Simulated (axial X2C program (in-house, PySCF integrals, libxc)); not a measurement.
## Worked dissociation energy of BeS⁺: TPSSh, spin-free

Calculated with an in-house relativistic program for diatomic molecules. Spin-free means the one-electron spin-free X2C Hamiltonian. Basis: S dyall-av3z [9s8p3d2f], Be dyall-cv3z [8s8p3d1f] (cores contracted in-house); Gaussian nuclei, density fitting, unrestricted open shells. Masses: S 31.972 u, Be 9.012 u.

Molecular state: M_S = 1/2, Λ = 1 (beyond evenly filled blocks: π+α, π+β, π-α).

| Quantity | Value |
| --- | --- |
| E(S) (2M_S = 2, M_L = 0) | -399.232659 hartree |
| E(Be+) (2M_S = 1, M_L = 0) | -14.340007 hartree |
| E(BeS⁺) at Re | -413.693405 hartree |
| ωe | 865.7 cm⁻¹ |
| ωexe | 5.32 cm⁻¹ |

Problem. Work out De and D0.

Solution. De = -399.232659 + (-14.340007) − (-413.693405) = 0.12074 hartree = 3.285 eV. The zero-point energy is ωe/2 − ωexe/4 = 432 cm⁻¹ = 0.053 eV, so D0 = 3.232 eV.

The state is a single determinant with fixed occupations, the lowest that a limited PBE0 search found. De is counted from the lowest determinant-based energies of the atoms at the same level, without counterpoise correction. The functionals have no current-density term, which raises determinants with orbital currents, atoms included.

Each atomic determinant is the lowest at this level and need not be a pure term. Totals compare only within one Hamiltonian and basis.
